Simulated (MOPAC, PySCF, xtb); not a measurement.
Dimer: HCl (SMILES Cl) (first 2 atoms) with C2H6O (SMILES CCO); geometry from B3LYP-D3(BJ)/def2-TZVP, rigid monomers moved along the line of their centres of mass till H2···O5 is 3.12 Å.
(charge 0, multiplicity 1):
```csv
atom,x (Å),y (Å),z (Å)
Cl,0.7975,0.1376,-0.3427
H,0.1375,-0.2383,0.7303
C,0.4806,0.9176,4.9224
C,0.1630,-0.5463,4.6887
O,-0.8232,-0.7401,3.6600
H,1.2543,1.0188,5.6862
H,-0.4021,1.4605,5.2714
H,0.8365,1.3872,4.0050
H,1.0427,-1.0839,4.3359
H,-0.1784,-1.0291,5.6093
H,-1.6132,-0.2326,3.8804
```

Interaction energies are E(AB) − E(A) − E(B) at the monomers' geometry in the complex; basis-set methods are counterpoise corrected. Rows marked so take none.

Rows in 6-311+G** carry no dispersion term and start afresh at each structure. The state that PM6 reach isn't checked.

Run with MOPAC for PM6 (differences of heats of formation); PySCF for 6-311+G** rows; xtb for the GFN methods. Values without a source in brackets are computed.

**Question.** What is the computed interaction energy (GFN-FF)?

**Answer.** -1.9 kcal/mol
